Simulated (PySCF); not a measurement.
Si(F)(Br)(Et)(Vi), SMILES CC[Si](C=C)(F)Br, singlet, GFN2-xTB optimised geometry.

```
15

C      0.26    -3.43     2.31
C     -0.55    -2.88     1.42
Si     0.04    -1.81     0.00
F      1.65    -1.81     0.00
Br    -0.49    -2.77    -1.93
C     -0.56    -0.01     0.00
C     -0.05     0.78    -1.20
H      1.33    -3.27     2.27
H     -0.10    -4.05     3.11
H     -1.61    -3.07     1.49
H     -0.23     0.47     0.92
H     -1.65     0.01     0.01
H     -0.40     0.35    -2.13
H     -0.39     1.81    -1.15
H      1.04     0.79    -1.22
```

Density from PBE0/def2-TZVP (PySCF) at that geometry.

Minimum of the electron density along straight lines between bonded atoms, close to the bond critical point (lines longer than 1.1 times the sum of covalent radii, or with two minima, are not listed):

| bond | length / Å | ρ at the minimum / e bohr⁻³ | ∇²ρ there / e bohr⁻⁵ | position (fraction from the first atom) |
|---|---|---|---|---|
| C1–C2 | 1.324 | 0.354 | -1.09 | 0.50 |
| C2–Si3 | 1.872 | 0.126 | … | 0.61 |
| Si3–F4 | 1.613 | 0.134 | … | 0.42 |
| Si3–Br5 | 2.218 | 0.090 | 0.09 | 0.35 |
| Si3–C6 | 1.894 | 0.124 | 0.12 | 0.39 |
| C6–C7 | 1.528 | 0.239 | … | 0.51 |
| C1–H8 | 1.078 | 0.290 | -1.05 | 0.65 |
| C1–H9 | 1.079 | 0.288 | -1.04 | 0.65 |
| C2–H10 | 1.082 | 0.283 | -0.99 | 0.64 |
| C6–H11 | 1.092 | 0.274 | -0.92 | 0.64 |
| C6–H12 | 1.092 | 0.274 | -0.92 | 0.64 |
| C7–H13 | 1.088 | 0.280 | -0.96 | 0.64 |
| C7–H14 | 1.088 | 0.279 | -0.96 | 0.64 |
| C7–H15 | 1.088 | 0.280 | -0.96 | 0.64 |

### Question
What belongs in the gaps?

### Answer

- C2–Si3, ∇²ρ there / e bohr⁻⁵: 0.18
- Si3–F4, ∇²ρ there / e bohr⁻⁵: 0.94
- C6–C7, ∇²ρ there / e bohr⁻⁵: -0.57
